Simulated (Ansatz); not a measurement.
System: sum formula H₂BOBr₂ (charge +1, singlet). It need not be the lowest isomer of its formula. 
Coordinates optimised at B3LYP-D3(BJ)/def2-TZVP (Ansatz, an electronic-structure program):
```
B
O 1 1.4853
H 2 0.9771 1 122.16
H 2 0.9771 3 115.68 1 180.00
Br 1 1.8583 2 114.14 3 -180.00
Br 1 1.8583 2 114.14 3 0.00
```
Charge +1, spin multiplicity 1.

Basis-set convergence of Hartree-Fock and CCSD correlation energies (hartree) with Ansatz. Cores are frozen in the correlated levels unless marked. Spin-orbit coupling is left out. Frozen are the shells of the preceding noble gas and the d and f shells that filled before the atom's block. Non-relativistic.

| basis | functions | E(HF) | E(corr, CCSD) |
|---|---|---|---|
| cc-pVDZ | 92 | -5245.30796 | -0.52874 |
| cc-pVTZ | 174 | -5245.49525 | -0.68710 |
| cc-pVQZ | 306 | -5245.50881 | -0.74138 |
| cc-pV5Z | 500 | -5245.51118 | -0.76010 |

Extrapolating the two largest sets (X = 4 and 5) as X^-3: E(corr) = (125·(-0.76010) - 64·(-0.74138))/61 = -0.7797 Eh, an estimate of the basis-set limit. The largest set recovers 97.5 % of it, the smallest 67.8 %.
